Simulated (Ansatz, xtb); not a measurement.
Relative energy of two isomers of C3H10GeOSi

Structure a is `C[SiH]([GeH3])CC=O`, a singlet and structure b is `C[Si](C)([GeH3])C=O`, a singlet. Both are isolated molecules in the gas phase, relaxed with r2SCAN-D4/def2-SVP, each in the lowest conformer that the search found.

a (Å):

```yaml
atoms:
  - { symbol: C, position_ang: [1.8264, -0.4642, 0.6673] }
  - { symbol: C, position_ang: [1.4223, -1.0840, -2.3193] }
  - { symbol: C, position_ang: [1.9746, 0.2421, -2.7259] }
  - { symbol: Ge, position_ang: [-1.1853, 0.7142, -0.7568] }
  - { symbol: O, position_ang: [3.0532, 0.6702, -2.3831] }
  - { symbol: Si, position_ang: [0.5419, -0.9232, -0.6226] }
  - { symbol: H, position_ang: [1.3693, -0.2799, 1.6520] }
  - { symbol: H, position_ang: [2.3679, 0.4433, 0.3564] }
  - { symbol: H, position_ang: [2.5665, -1.2734, 0.7784] }
  - { symbol: H, position_ang: [-0.0806, -2.2520, -0.3246] }
  - { symbol: H, position_ang: [-0.6002, 2.1151, -1.0084] }
  - { symbol: H, position_ang: [-2.1650, 0.4027, -1.9021] }
  - { symbol: H, position_ang: [-1.9911, 0.7702, 0.5520] }
  - { symbol: H, position_ang: [2.2441, -1.8058, -2.1717] }
  - { symbol: H, position_ang: [0.7004, -1.4685, -3.0584] }
  - { symbol: H, position_ang: [1.2816, 0.8701, -3.3547] }
```

b (Å):

```csv
atom,x (Å),y (Å),z (Å)
C,0.3421,-1.9200,1.0795
C,2.4192,-1.8740,-1.2920
C,2.7813,-0.1010,1.2470
Ge,0.3656,0.9518,-0.9842
O,2.5599,-0.0296,2.4382
Si,1.5024,-0.8878,0.0272
H,-0.5583,-2.2401,0.5331
H,0.8605,-2.8197,1.4503
H,0.0336,-1.3293,1.9565
H,2.9578,-2.7243,-0.8417
H,1.7227,-2.2770,-2.0446
H,3.1543,-1.2460,-1.8209
H,-0.6612,0.4558,-2.0201
H,1.3507,1.8796,-1.7179
H,-0.3855,1.7909,0.0625
H,3.7492,0.3214,0.8326
```

Problem. Estimate which is lower in electronic energy at CCSD(T)/def2-SVP + ΔMP2/def2-TZVPP, and by roughly how much.

Solution. The CCSD(T)/def2-SVP + ΔMP2/def2-TZVPP calculation puts structure a lower, by 9.0 kJ/mol.

The same difference at several levels:

```
                             level            geometry  E(b) − E(a) (kJ/mol)  departure from the last row (kJ/mol)  job, with rough time for the two
                          GFN2-xTB            GFN2-xTB                   +72.0                                 +62.9              optimisation, 0.31 s
                         HF/STO-3G            GFN2-xTB                   −30.6                                 −39.6              single point, 0.94 s
      r2SCAN-D4/def2-SVP//GFN2-xTB            GFN2-xTB                   +14.2                                  +5.1               single point, 8.4 s
                r2SCAN-D4/def2-SVP  r2SCAN-D4/def2-SVP                   +15.2                                  +6.2             optimisation, 2.8 min
                       HF/def2-SVP  r2SCAN-D4/def2-SVP                   +17.9                                  +8.9           part of the CCSD(T) run
                      MP2/def2-SVP  r2SCAN-D4/def2-SVP                   +18.3                                  +9.3           part of the CCSD(T) run
                  CCSD(T)/def2-SVP  r2SCAN-D4/def2-SVP                   +16.6                                  +7.6                      single point
CCSD(T)/def2-SVP + ΔMP2/def2-TZVPP  r2SCAN-D4/def2-SVP                    +9.0                                                   single point, 3.7 min
```

As drawn, b has 1 C–Si, 1 C–H in place of 1 C–C, 1 Si–H.

HF/STO-3G puts the two in the other order. The largest departure from CCSD(T)/def2-SVP + ΔMP2/def2-TZVPP is that of GFN2-xTB, 62.9 kJ/mol. The last row adds to CCSD(T) the change of the MP2 difference between the two basis sets, here −7.6 kJ/mol.

With thermal terms from frequencies at re-optimised GFN2-xTB minima (ideal gas, soft modes damped towards free rotors, one conformer each, 298.15 K, 1 atm): on the last row, ΔE + ΔZPE = +10.2, ΔH = +13.0, ΔG = +6.1 kJ/mol.

The correlated steps freeze 18 core orbitals; the filled d shell of Ge is correlated, in a basis made for valence electrons. Run with Ansatz 0.2.0, xtb 6.7.1; the last row on 2 threads of Arm Neoverse V2 on a shared host.
